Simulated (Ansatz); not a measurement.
SiCl3(nBu) (C₄H₉Cl₃Si). Total charge 0; singlet. Geometry PBE-D4/def2-SVP, basis def2-TZVP, Ansatz.

```xyz
17

C     0.490    0.417   -0.741
C    -0.756   -0.158   -0.046
C    -0.490   -1.444    0.753
C     0.451   -1.266    1.947
Cl    1.907    2.617   -2.655
Cl   -1.215    1.526   -3.261
Cl   -0.607    3.462   -0.589
Si    0.162    1.942   -1.769
H     0.949   -0.332   -1.424
H     1.278    0.699   -0.008
H    -1.185    0.616    0.629
H    -1.535   -0.359   -0.813
H    -1.466   -1.839    1.110
H    -0.083   -2.220    0.066
H     0.561   -2.211    2.517
H     1.470   -0.955    1.634
H     0.069   -0.495    2.649
```

```json
{"run": "A", "HOMO (eV)": "-7.54", "LUMO (eV)": "-1.10"}
{"run": "B", "HOMO (eV)": "-7.84", "LUMO (eV)": "-0.73"}
{"run": "C", "HOMO (eV)": "-8.84", "LUMO (eV)": "-0.10"}
{"run": "D", "HOMO (eV)": "-10.20", "LUMO (eV)": "1.01"}
{"run": "E", "HOMO (eV)": "-9.03", "LUMO (eV)": "0.12"}
```

Another isomer (singlet) lies 0.02 eV lower at PBE0-D4/def2-TZVP; other spin states weren't run for this one.

Task: The runs used CAM-B3LYP, PBE, PBE0, r2SCAN, r2SCAN0. Estimate which is which.

Result: A PBE (0 % exact exchange); B r2SCAN (0 % exact exchange); C PBE0 (25 % exact exchange); D CAM-B3LYP (range-separated); E r2SCAN0 (25 % exact exchange). Exact exchange lowers occupied and raises empty levels; among semilocal functionals meta-GGAs tend to open the gap a little, and such runs are hard to tell apart. The gap grows from 6.43 eV (PBE) to 11.21 eV (CAM-B3LYP).
